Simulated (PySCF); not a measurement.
A side-by-side comparison of computed properties.

First species: C5H14GeO.
SMILES: `CC[CH2][Ge@H]([CH3])[O]C`

Second species: C5H8F2O.
SMILES: `O1CCC(F)(F)CC1`

Levels: wB97X-D/def2-SVPD for HOMO energy, LUMO energy, HOMO–LUMO gap and static isotropic polarisability; TDDFT wB97X-D/def2-SVPD for lowest singlet excitation. Geometries: PBE0-D3(BJ)/def2-SVP. Each species is one conformer at its optimised geometry, gas phase, non-relativistic unless stated. Electronic properties by PySCF.

Dipoles, sizes and rotational constants follow the conformer. The torsions of the flexible species, by atom-mapped SMILES:
- `[CH3:1][CH2:2][CH2:3][Ge@H:4]([CH3:5])[O:6][CH3:7]`: C1–C2–C3–Ge4 178°, C2–C3–Ge4–C5 57°, C3–Ge4–O6–C7 -60°

The conformers of `FC1(F)CCOCC1` aren't listed.

Values for the first species:

```
HOMO energy                     : -9.23 eV
LUMO energy                     : 2.13 eV
HOMO–LUMO gap                   : 11.36 eV
Lowest singlet excitation       : 7.11 eV
Static isotropic polarisability : 96.1 au
```

(1) Estimate the same properties for the second species, and the change in each.

Results:

(1) 
| property | first | second | second less first |
| --- | --- | --- | --- |
| HOMO energy | -9.23 eV | -9.80 eV | -0.57 eV |
| LUMO energy | 2.13 eV | 2.28 eV | +0.15 eV |
| HOMO–LUMO gap | 11.36 eV | 12.08 eV | +0.72 eV |
| lowest singlet excitation | 7.11 eV | 7.80 eV | +0.69 eV |
| static isotropic polarisability | 96.1 au | 62.4 au | -33.7 au |

On the first: S1 lies 4.25 eV below the HOMO–LUMO gap; its leading configuration is HOMO→LUMO+1, weight 0.39, beside HOMO→LUMO+3, weight 0.28. In wavenumbers S1 is 57400 cm⁻¹ (1 eV = 8065.54 cm⁻¹). Relativistic effects, spin–orbit coupling among them, are left out although an element past zinc is present.

On the second: S1 lies 4.28 eV below the HOMO–LUMO gap; its leading configuration is HOMO→LUMO, weight 0.81. No computed singlet falls in the visible range (750 to 380 nm, 1.65 to 3.26 eV); S1 lies 4.54 eV above its blue end.
